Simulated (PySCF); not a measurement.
## Ionisation energy of Ag by level of theory

Ag [Kr] 4d10 5s1 (2S) → Ag⁺ [Kr] 4d10 (1S), as a difference of total energies. Computed with PySCF 2.14 in aug-cc-pVTZ-PP with one added diffuse shell each of s, p, d, f, g type with ECP28MDF (7s7p6d4f3g, 113 functions), with scalar relativity through the core potential. Correlated levels: valence: 4s2 4p6 frozen. The calculations carry no spin-orbit coupling.

```json
{"method": "UHF", "ionisation energy (eV)": "6.365", "error (eV)": "-1.211"}
{"method": "LDA", "ionisation energy (eV)": "8.369", "error (eV)": "+0.793"}
{"method": "PBE", "ionisation energy (eV)": "8.041", "error (eV)": "+0.465"}
{"method": "PBE0", "ionisation energy (eV)": "7.705", "error (eV)": "+0.129"}
{"method": "r2SCAN", "ionisation energy (eV)": "7.906", "error (eV)": "+0.330"}
{"method": "revPBE", "ionisation energy (eV)": "7.918", "error (eV)": "+0.342"}
{"method": "wB97M-V", "ionisation energy (eV)": "7.331", "error (eV)": "-0.245"}
{"method": "PBEsol", "ionisation energy (eV)": "8.068", "error (eV)": "+0.492"}
{"method": "MP2 (valence)", "ionisation energy (eV)": "7.502", "error (eV)": "-0.074"}
{"method": "SCS-MP2 (valence)", "ionisation energy (eV)": "7.333", "error (eV)": "-0.243"}
```

Reference: 7.576 eV (measured; NIST Atomic Spectra Database, ionization energies).

Errors of the correlated levels include the incompleteness of this basis and the frozen core.
